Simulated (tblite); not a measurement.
Record of a relaxation.

Compound: C6H9PS.
Bonds: C1–C2, C2–P3 (aromatic), P3–C4 (aromatic), C4–C5, C4–C6 (aromatic), C6–C7, C6–S8 (aromatic), C2–S8 (aromatic). Hydrogens: H9, H10, H11 on C1; H12, H13, H14 on C5; H15, H16, H17 on C7.

Computed with GFN2-xTB (tblite), gas phase: L-BFGS steps from a force-field or distance-geometry start until the largest atomic force falls under 0.01 eV/Å. 9 of its 72 geometries are shown.

Step 0: E = -630.3000 eV, largest atomic force 4.248 eV/Å
```
atom  x, y, z in Å  |  force x, y, z in eV/Å
C1      3.324   -0.040    0.177   -0.241   0.266  -0.073
C2      1.822   -0.060    0.106   -0.376  -2.457   0.907
P3      0.900   -1.569    0.603   -0.313   3.923  -1.599
C4     -0.682   -0.670    0.171    1.188   0.048   0.244
C5     -1.954   -1.453    0.350   -0.365   0.318  -0.300
C6     -0.615    0.654   -0.234   -0.059  -1.300   0.488
C7     -1.774    1.540   -0.581   -0.359   0.008   0.528
S8      0.975    1.348   -0.371   -0.121  -0.640   0.164
H9      3.652    0.446    1.103    0.002  -0.015  -0.148
H10     3.741   -1.046    0.157   -0.158  -0.014   0.050
H11     3.735    0.512   -0.671    0.002   0.032   0.114
H12    -1.797   -2.537    0.307    0.205   0.342   0.119
H13    -2.425   -1.206    1.313    0.105  -0.079  -0.277
H14    -2.657   -1.205   -0.458    0.078   0.003   0.277
H15    -1.516    2.609   -0.551    0.135  -0.453  -0.047
H16    -2.597    1.389    0.146    0.365  -0.004  -0.415
H17    -2.139    1.300   -1.577   -0.089   0.024  -0.034
```

Step 9: E = -630.7287 eV, largest atomic force 0.064 eV/Å
```
atom  x, y, z in Å  |  force x, y, z in eV/Å
C1      3.316   -0.044    0.181   -0.028   0.015   0.002
C2      1.823   -0.103    0.126    0.017   0.035  -0.021
P3      0.877   -1.472    0.522    0.021  -0.036  -0.033
C4     -0.674   -0.663    0.182    0.012  -0.013  -0.018
C5     -1.958   -1.426    0.340    0.028   0.026   0.014
C6     -0.622    0.634   -0.216    0.019  -0.014  -0.017
C7     -1.780    1.512   -0.566    0.030  -0.011   0.002
S8      0.966    1.319   -0.363    0.010  -0.042   0.047
H9      3.652    0.453    1.095   -0.025  -0.011  -0.020
H10     3.731   -1.051    0.168   -0.029   0.051   0.013
H11     3.714    0.518   -0.665   -0.017  -0.037   0.012
H12    -1.751   -2.495    0.318   -0.025   0.030  -0.010
H13    -2.425   -1.196    1.298   -0.018   0.036  -0.015
H14    -2.662   -1.183   -0.455    0.028  -0.007   0.017
H15    -1.470    2.553   -0.546   -0.037   0.015   0.005
H16    -2.599    1.369    0.138    0.014  -0.003   0.000
H17    -2.147    1.288   -1.569    0.000  -0.033   0.020
```

Step 18: E = -630.7340 eV, largest atomic force 0.064 eV/Å
```
atom  x, y, z in Å  |  force x, y, z in eV/Å
C1      3.312   -0.041    0.183   -0.008  -0.003   0.000
C2      1.823   -0.107    0.119    0.006   0.020  -0.021
P3      0.886   -1.492    0.477    0.011   0.006   0.007
C4     -0.663   -0.669    0.171   -0.016   0.002  -0.021
C5     -1.955   -1.414    0.337    0.002   0.018  -0.014
C6     -0.611    0.632   -0.212   -0.018   0.012   0.007
C7     -1.776    1.499   -0.559   -0.009  -0.001   0.013
S8      0.972    1.327   -0.336   -0.005  -0.034   0.012
H9      3.633    0.471    1.094    0.024  -0.016  -0.047
H10     3.721   -1.050    0.187    0.038   0.047   0.017
H11     3.708    0.508   -0.672    0.028  -0.038   0.043
H12    -1.767   -2.486    0.331   -0.024   0.032   0.011
H13    -2.424   -1.154    1.288    0.004   0.001  -0.027
H14    -2.649   -1.169   -0.465   -0.009  -0.029  -0.003
H15    -1.487    2.547   -0.548    0.011  -0.010  -0.006
H16    -2.586    1.352    0.152   -0.021  -0.004   0.005
H17    -2.145    1.257   -1.557   -0.015  -0.005   0.023
```

Step 27: E = -630.7372 eV, largest atomic force 0.034 eV/Å
```
atom  x, y, z in Å  |  force x, y, z in eV/Å
C1      3.321   -0.040    0.184   -0.009  -0.005   0.003
C2      1.831   -0.111    0.109    0.000   0.011   0.006
P3      0.891   -1.500    0.447    0.016   0.002  -0.002
C4     -0.660   -0.676    0.153   -0.005   0.007   0.006
C5     -1.961   -1.404    0.326    0.011  -0.002  -0.006
C6     -0.609    0.632   -0.206   -0.009   0.009  -0.005
C7     -1.783    1.491   -0.545   -0.001   0.003  -0.002
S8      0.973    1.330   -0.318    0.003  -0.021  -0.012
H9      3.636    0.491    1.085   -0.003   0.005  -0.029
H10     3.740   -1.044    0.215   -0.016   0.009   0.008
H11     3.731    0.489   -0.677   -0.016  -0.016   0.021
H12    -1.789   -2.478    0.348    0.003   0.004   0.018
H13    -2.430   -1.111    1.267   -0.013  -0.016  -0.027
H14    -2.651   -1.175   -0.485    0.020  -0.007  -0.003
H15    -1.498    2.540   -0.550    0.003  -0.004  -0.003
H16    -2.589    1.346    0.172    0.025   0.004   0.022
H17    -2.162    1.231   -1.535   -0.009   0.014   0.004
```

Step 36: E = -630.7427 eV, largest atomic force 0.092 eV/Å
```
atom  x, y, z in Å  |  force x, y, z in eV/Å
C1      3.326   -0.039    0.191    0.001  -0.001  -0.019
C2      1.835   -0.110    0.103    0.039   0.021  -0.008
P3      0.896   -1.506    0.422    0.055   0.037   0.031
C4     -0.655   -0.682    0.138   -0.038   0.024  -0.002
C5     -1.961   -1.404    0.299   -0.006  -0.008  -0.019
C6     -0.604    0.628   -0.220   -0.031   0.039   0.009
C7     -1.787    1.492   -0.512   -0.010   0.014  -0.007
S8      0.975    1.328   -0.337    0.039  -0.066   0.041
H9      3.645    0.553    1.054   -0.074  -0.036  -0.042
H10     3.738   -1.043    0.293   -0.030   0.048   0.001
H11     3.751    0.429   -0.700   -0.043  -0.037   0.020
H12    -1.792   -2.474    0.404    0.025   0.000  -0.020
H13    -2.490   -1.058    1.188    0.039   0.035  -0.018
H14    -2.603   -1.229   -0.563   -0.002  -0.036  -0.002
H15    -1.500    2.539   -0.556    0.031  -0.014   0.019
H16    -2.545    1.364    0.259   -0.006   0.018   0.001
H17    -2.234    1.224   -1.472    0.013  -0.037   0.015
```

Step 44: E = -630.7478 eV, largest atomic force 0.033 eV/Å
```
atom  x, y, z in Å  |  force x, y, z in eV/Å
C1      3.323   -0.041    0.190   -0.011   0.003   0.000
C2      1.836   -0.111    0.093   -0.001   0.002   0.003
P3      0.901   -1.508    0.412   -0.004  -0.004  -0.015
C4     -0.649   -0.684    0.118   -0.017  -0.007  -0.004
C5     -1.955   -1.406    0.262   -0.011  -0.011   0.000
C6     -0.601    0.630   -0.222    0.006   0.001   0.014
C7     -1.790    1.495   -0.475    0.015   0.003   0.010
S8      0.979    1.329   -0.339    0.012  -0.004   0.027
H9      3.622    0.614    1.010    0.017   0.009  -0.013
H10     3.728   -1.034    0.375   -0.004   0.005  -0.008
H11     3.759    0.355   -0.729   -0.004  -0.005   0.004
H12    -1.788   -2.462    0.455    0.026  -0.018   0.010
H13    -2.529   -0.989    1.090   -0.019  -0.003   0.015
H14    -2.553   -1.306   -0.643   -0.001   0.000  -0.018
H15    -1.492    2.537   -0.559   -0.006   0.003  -0.024
H16    -2.501    1.396    0.345   -0.019   0.025  -0.005
H17    -2.297    1.198   -1.394    0.021   0.001   0.004
```

Step 53: E = -630.7510 eV, largest atomic force 0.047 eV/Å
```
atom  x, y, z in Å  |  force x, y, z in eV/Å
C1      3.321   -0.042    0.185   -0.015  -0.009  -0.003
C2      1.833   -0.114    0.101   -0.011   0.027   0.001
P3      0.895   -1.515    0.391    0.003   0.021  -0.006
C4     -0.654   -0.683    0.117   -0.009   0.003   0.024
C5     -1.954   -1.418    0.245   -0.010  -0.016   0.005
C6     -0.607    0.638   -0.194    0.026  -0.001  -0.008
C7     -1.788    1.512   -0.455    0.018  -0.029  -0.007
S8      0.975    1.334   -0.299    0.023   0.035   0.021
H9      3.629    0.650    0.972    0.002  -0.020  -0.017
H10     3.723   -1.028    0.409    0.015   0.016  -0.005
H11     3.751    0.311   -0.753   -0.011  -0.015   0.013
H12    -1.767   -2.462    0.485   -0.014  -0.024  -0.002
H13    -2.566   -0.985    1.036    0.001   0.007  -0.005
H14    -2.522   -1.369   -0.684    0.006   0.005  -0.003
H15    -1.480    2.546   -0.588   -0.003  -0.033   0.004
H16    -2.491    1.455    0.377    0.005   0.013  -0.021
H17    -2.305    1.181   -1.357   -0.026   0.020   0.008
```

Step 62: E = -630.7522 eV, largest atomic force 0.014 eV/Å
```
atom  x, y, z in Å  |  force x, y, z in eV/Å
C1      3.321   -0.043    0.183   -0.005   0.002  -0.003
C2      1.832   -0.108    0.107   -0.004  -0.001   0.012
P3      0.897   -1.514    0.382   -0.005  -0.002   0.005
C4     -0.655   -0.684    0.117    0.001   0.003   0.007
C5     -1.953   -1.426    0.232    0.004   0.001  -0.005
C6     -0.608    0.639   -0.185    0.005   0.003   0.004
C7     -1.788    1.515   -0.443    0.003  -0.005  -0.001
S8      0.972    1.344   -0.270    0.004  -0.002  -0.003
H9      3.636    0.673    0.943    0.014  -0.001  -0.001
H10     3.721   -1.022    0.437   -0.005   0.000   0.002
H11     3.747    0.274   -0.770   -0.001   0.007  -0.007
H12    -1.768   -2.462    0.507   -0.003  -0.006  -0.004
H13    -2.591   -0.972    0.990    0.003   0.006   0.003
H14    -2.492   -1.407   -0.715   -0.006   0.003  -0.012
H15    -1.472    2.542   -0.605   -0.003  -0.001   0.003
H16    -2.475    1.486    0.403    0.001   0.002   0.002
H17    -2.331    1.174   -1.325   -0.002  -0.011  -0.002
```

Step 71: E = -630.7525 eV, largest atomic force 0.010 eV/Å
```
atom  x, y, z in Å  |  force x, y, z in eV/Å
C1      3.321   -0.042    0.182    0.000   0.002  -0.003
C2      1.831   -0.105    0.119    0.000  -0.005   0.004
P3      0.898   -1.512    0.394   -0.006  -0.001   0.001
C4     -0.654   -0.684    0.122   -0.003   0.003   0.004
C5     -1.953   -1.425    0.230    0.000   0.000   0.000
C6     -0.607    0.639   -0.180    0.003   0.002  -0.001
C7     -1.788    1.512   -0.445    0.000  -0.003   0.001
S8      0.971    1.347   -0.261    0.007  -0.002   0.000
H9      3.649    0.670    0.940   -0.004  -0.004   0.002
H10     3.720   -1.024    0.428    0.003   0.008  -0.002
H11     3.736    0.277   -0.775    0.007  -0.004  -0.002
H12    -1.773   -2.463    0.497    0.004   0.002   0.001
H13    -2.589   -0.973    0.992   -0.004  -0.005  -0.002
H14    -2.493   -1.397   -0.716    0.002   0.009  -0.003
H15    -1.472    2.539   -0.610   -0.005  -0.001  -0.004
H16    -2.477    1.488    0.399   -0.001  -0.001   0.003
H17    -2.328    1.165   -1.327   -0.001  -0.002   0.001
```

**Question.** Summarise the path.

**Answer.** The energy falls by 0.4525 eV from step 0 to step 71; nine tenths of that is first reached at step 4. It never rises by more than 0.2 meV. The largest force goes from 4.248 to 0.010 eV/Å. Among the bonds C2–P3 changes most, from 1.837 to 1.711 Å; the atoms move by 0.229 Å rms after alignment.

**Question.** Follow the three bonds and two angles with the largest change from start to end.

**Answer.** 
| step | E above end (eV) | largest force (eV/Å) | C2–P3 (Å) | P3–C4 (Å) | C4–C6 (Å) | C2–P3–C4 (°) | P3–C4–C5 (°) |
| --- | --- | --- | --- | --- | --- | --- | --- |
| 0 | 0.4525 | 4.248 | 1.837 | 1.870 | 1.385 | 88.1 | 115.9 |
| 3 | 0.0494 | 0.325 | 1.707 | 1.784 | 1.363 | 94.0 | 119.4 |
| 6 | 0.0300 | 0.204 | 1.714 | 1.784 | 1.358 | 94.6 | 119.4 |
| 9 | 0.0238 | 0.064 | 1.710 | 1.782 | 1.358 | 94.3 | 119.6 |
| 12 | 0.0222 | 0.047 | 1.710 | 1.783 | 1.357 | 94.0 | 119.7 |
| 15 | 0.0205 | 0.068 | 1.710 | 1.781 | 1.357 | 93.9 | 119.8 |
| 19 | 0.0181 | 0.048 | 1.710 | 1.780 | 1.358 | 93.8 | 120.1 |
| 22 | 0.0168 | 0.059 | 1.710 | 1.780 | 1.358 | 93.8 | 120.4 |
| 25 | 0.0158 | 0.046 | 1.711 | 1.780 | 1.358 | 93.9 | 120.6 |
| 28 | 0.0151 | 0.035 | 1.711 | 1.781 | 1.358 | 94.1 | 120.8 |
| 31 | 0.0141 | 0.070 | 1.711 | 1.783 | 1.358 | 94.1 | 121.0 |
| 34 | 0.0118 | 0.073 | 1.712 | 1.781 | 1.359 | 94.0 | 121.2 |
| 37 | 0.0088 | 0.083 | 1.713 | 1.779 | 1.359 | 94.1 | 121.2 |
| 40 | 0.0065 | 0.077 | 1.711 | 1.781 | 1.358 | 94.1 | 121.4 |
| 43 | 0.0051 | 0.092 | 1.710 | 1.779 | 1.358 | 93.8 | 121.3 |
| 46 | 0.0042 | 0.035 | 1.711 | 1.779 | 1.358 | 93.9 | 121.3 |
| 49 | 0.0033 | 0.037 | 1.710 | 1.779 | 1.358 | 93.8 | 121.1 |
| 52 | 0.0018 | 0.058 | 1.710 | 1.780 | 1.358 | 93.9 | 120.8 |
| 56 | 0.0008 | 0.027 | 1.711 | 1.780 | 1.359 | 94.0 | 120.8 |
| 59 | 0.0005 | 0.016 | 1.710 | 1.780 | 1.358 | 93.9 | 120.7 |
| 62 | 0.0004 | 0.014 | 1.710 | 1.780 | 1.358 | 94.0 | 120.8 |
| 65 | 0.0002 | 0.015 | 1.711 | 1.780 | 1.359 | 94.0 | 120.9 |
| 68 | 0.0001 | 0.015 | 1.711 | 1.780 | 1.358 | 93.9 | 120.9 |
| 71 | 0.0000 | 0.010 | 1.711 | 1.780 | 1.358 | 94.0 | 121.0 |
